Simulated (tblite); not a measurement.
C5H13FSSi.
Z-matrix (Å and degrees, GFN2-xTB geometry), rows numbered from 1:
```
C 
Si  1  1.8951
C   2  1.9083  1  108.28
C   3  1.5158  2  113.86  1   166.38
C   4  1.5165  3  113.14  2    67.08
S   4  1.8573  3  108.30  2  -171.24
C   6  1.8083  4   99.63  3   150.61
F   7  1.3650  6  111.92  4   -68.38
H   1  1.0861  2  111.58  3    59.55
H   1  1.0862  2  111.60  3   -60.86
H   1  1.0852  2  110.74  3   179.33
H   2  1.4694  1  110.36  3   119.34
H   2  1.4696  1  109.71  3  -120.57
H   3  1.0921  2  108.89  1    45.47
H   3  1.0917  2  110.46  1   -70.91
H   4  1.0921  3  110.00  2   -57.40
H   5  1.0875  4  109.89  3   -64.97
H   5  1.0877  4  110.12  3    54.89
H   5  1.0886  4  111.29  3   175.05
H   7  1.0916  6  107.48  4   173.09
H   7  1.0933  6  110.45  4    51.18
```

Method: GFN2-xTB as coded in tblite; computed harmonic values from a numerical Hessian at the method's own geometry, unscaled. The method is semi-empirical: single wavenumbers can be off by several per cent or more. Modes of hydrogen on silicon can be 10 to 20 % off. One conformer, not necessarily the lowest.

Harmonic wavenumbers (cm⁻¹): 29.8, 40.3, 62.4, 89.3, 104.4, 126.2, 169.4, 205.0, 225.9, 249.8, 337.2, 356.6, 429.9, 448.0, 579.5, 662.1, 683.8, 707.0, 743.3, 765.2, 772.1, 792.5, 830.4, 846.8, 882.0, 935.0, 1001.5, 1014.9, 1036.0, 1144.7, 1176.7, 1190.3, 1229.7, 1244.8, 1267.7, 1313.6, 1374.1, 1396.1, 1411.0, 1473.5, 1483.7, 1489.4, 1490.2, 1493.4, 2206.3, 2218.9, 2946.0, 2952.3, 2969.5, 2983.3, 2984.6, 3021.9, 3033.4, 3038.4, 3039.2, 3040.0, 3051.7.

A = 2585, B = 558.2, C = 535.8 MHz; mass 152.049 u (most abundant isotopes); point group C1, symmetry number 1.

**Question.** What is the zero-point energy?

**Answer.** ½Σν̃ = 36395 cm⁻¹ = 104.06 kcal/mol.

**Question.** Entropy at 350 K, 1 bar (ideal gas, RRHO, classical rotation)?

**Answer.** Translation 41.79, rotation 30.89, vibration 47.73: S = 120.4 cal/(mol K).

**Question.** And Cp and H(350 K) − H(0)?

**Answer.** Cp = 50.28 cal/(mol K), of which vibrations give 42.33 (their classical limit is 57 R = 113.3); H(350 K) − H(0) = 10.82 kcal/mol without the zero-point energy, 8.04 from vibrations.

**Question.** Which modes carry the vibrational entropy at 350 K?

**Answer.** 29.8 cm⁻¹: 6.16; 40.3 cm⁻¹: 5.56; 62.4 cm⁻¹: 4.70; 89.3 cm⁻¹: 3.99; 104.4 cm⁻¹: 3.68; 126.2 cm⁻¹: 3.31 cal/(mol K); the other 51 give 20.32 together.

**Question.** How do the functions run with temperature in this model?

**Answer.** 
```json
{"T (K)": "100", "S (cal/(mol K))": "77.7", "Cp (cal/(mol K))": "23.5", "H − H(0) (kcal/mol)": "1.62", "G − H(0) (kcal/mol)": "-6.15", "ln q(vib)": "3.38"}
{"T (K)": "200", "S (cal/(mol K))": "97.2", "Cp (cal/(mol K))": "34.0", "H − H(0) (kcal/mol)": "4.50", "G − H(0) (kcal/mol)": "-14.95", "ln q(vib)": "7.28"}
{"T (K)": "300", "S (cal/(mol K))": "113.1", "Cp (cal/(mol K))": "44.9", "H − H(0) (kcal/mol)": "8.44", "G − H(0) (kcal/mol)": "-25.48", "ln q(vib)": "10.79"}
{"T (K)": "500", "S (cal/(mol K))": "140.8", "Cp (cal/(mol K))": "64.2", "H − H(0) (kcal/mol)": "19.45", "G − H(0) (kcal/mol)": "-50.94", "ln q(vib)": "17.27"}
{"T (K)": "800", "S (cal/(mol K))": "175.4", "Cp (cal/(mol K))": "83.1", "H − H(0) (kcal/mol)": "41.79", "G − H(0) (kcal/mol)": "-98.55", "ln q(vib)": "26.11"}
{"T (K)": "1000", "S (cal/(mol K))": "194.9", "Cp (cal/(mol K))": "91.4", "H − H(0) (kcal/mol)": "59.28", "G − H(0) (kcal/mol)": "-135.63", "ln q(vib)": "31.48"}
```

q(vib) and H(0) count from the zero-point level.

Hindered rotation and anharmonicity are outside this model. Other conformers, if any are populated, would add a mixing term that is left out. The structure is chiral; the term R ln 2 for an equal mix with its mirror image is left out.
